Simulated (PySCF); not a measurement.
Sn(H)2(Me)(OMe) (C2H8OSn), SMILES C[O][SnH2][CH3].

Geometry: B3LYP-D3(BJ)/def2-SVP. The structure was generated by enumeration; whether it is a known compound was not checked. The def2 effective core potentials stand for the cores of Sn; spin–orbit coupling is left out. One conformer was computed; it need not be the lowest.

Method: TDA-B3LYP/def2-SVPD (PySCF).

Vertical excitations. Gas-phase values at a fixed geometry.

```json
[
 {"state": "S1", "energy (eV)": "5.54", "λ (nm)": "224", "f": "0.006", "main pairs": "HOMO→LUMO 96 %"},
 {"state": "S2", "energy (eV)": "6.12", "λ (nm)": "203", "f": "0.027", "main pairs": "HOMO→LUMO+1 89 %"},
 {"state": "S3", "energy (eV)": "6.19", "λ (nm)": "200", "f": "0.001", "main pairs": "HOMO→LUMO+2 78 %, HOMO−1→LUMO 14 %"},
 {"state": "S4", "energy (eV)": "6.45", "λ (nm)": "192", "f": "0.085", "main pairs": "HOMO−1→LUMO 70 %, HOMO→LUMO+2 11 %"},
 {"state": "S5", "energy (eV)": "6.75", "λ (nm)": "184", "f": "0.019", "main pairs": "HOMO−1→LUMO+1 87 %"},
 {"state": "S6", "energy (eV)": "6.83", "λ (nm)": "181", "f": "0.033", "main pairs": "HOMO−1→LUMO+2 80 %"},
 {"state": "S7", "energy (eV)": "7.13", "λ (nm)": "174", "f": "0.009", "main pairs": "HOMO→LUMO+3 74 %"},
 {"state": "S8", "energy (eV)": "7.24", "λ (nm)": "171", "f": "0.009", "main pairs": "HOMO→LUMO+4 68 %, HOMO−2→LUMO 23 %"},
 {"state": "S9", "energy (eV)": "7.29", "λ (nm)": "170", "f": "0.053", "main pairs": "HOMO−2→LUMO 60 %, HOMO→LUMO+4 23 %"},
 {"state": "S10", "energy (eV)": "7.54", "λ (nm)": "164", "f": "0.011", "main pairs": "HOMO→LUMO+5 82 %"},
 {"state": "T1", "energy (eV)": "5.11", "λ (nm)": "243", "f": "0", "main pairs": "HOMO→LUMO 88 %"},
 {"state": "T2", "energy (eV)": "5.65", "λ (nm)": "219", "f": "0", "main pairs": "HOMO−1→LUMO 87 %"},
 {"state": "T3", "energy (eV)": "5.86", "λ (nm)": "212", "f": "0", "main pairs": "HOMO→LUMO+1 81 %"},
 {"state": "T4", "energy (eV)": "6.10", "λ (nm)": "203", "f": "0", "main pairs": "HOMO→LUMO+2 93 %"}
]
```
Triplets are in the Tamm–Dancoff approximation.
